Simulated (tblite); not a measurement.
CF$_{2}$, charge +1, doublet, geometry from GFN2-xTB (a state made from the parent by changing its charge; the spin is typed, not shown lowest); tblite 0.6.0 with GFN1-xTB.

tblite was given this input:
```
$ tblite run mol.xyz --method gfn1 --charge 1 --spin 1 --etemp 2000 --json tblite.json --no-restart

# file mol.xyz
3

F     -1.08652185    -0.17622641     0.03534141
C     -0.01345592     0.40889453     0.03501113
F      1.09549246    -0.09636994    -0.05868216
```

What the program printed (banner, timings and long lists left out):

```
xTB calculator
 | screened Coulomb repulsion
 | Coulomb electrostatics
 |  * isotropic Klopman-Ohno-Mataga-Nishimoto electrostatics
 |  * onsite third-order electrostatics
 | DFT-D3(BJ) dispersion correction

halogen bonding energy    0.0000000000000E+00 Eh
repulsion energy          4.9165873218397E-02 Eh
dispersion energy        -2.5455345959548E-04 Eh
number of electrons       1.7000000000000E+01 e
integral cutoff           1.7350510997663E+01 bohr

------------------------------------------------------------
  cycle        total energy    energy error   density error
------------------------------------------------------------
      1     -11.29890985768  -1.1347821E+01   6.4867282E-01
      2     -11.57313184650  -2.7422199E-01   3.8406627E-01
      3     -11.63981943973  -6.6687593E-02   1.6237199E-01
      4     -11.63293571461   6.8837251E-03   1.0869834E-01
      5     -11.64424357570  -1.1307861E-02   5.0095580E-03
      6     -11.64426417998  -2.0604287E-05   1.7647288E-03
      7     -11.64426674867  -2.5686841E-06   3.1034930E-04
      8     -11.64426683418  -8.5516744E-08   1.9425870E-06
------------------------------------------------------------

electronic energy        -1.1693178153944E+01 Eh
total energy             -1.1644266834185E+01 Eh

Post processing:
 | Mayer-Wiberg bond orders

[Info] JSON dump of results written to 'tblite.json'
```
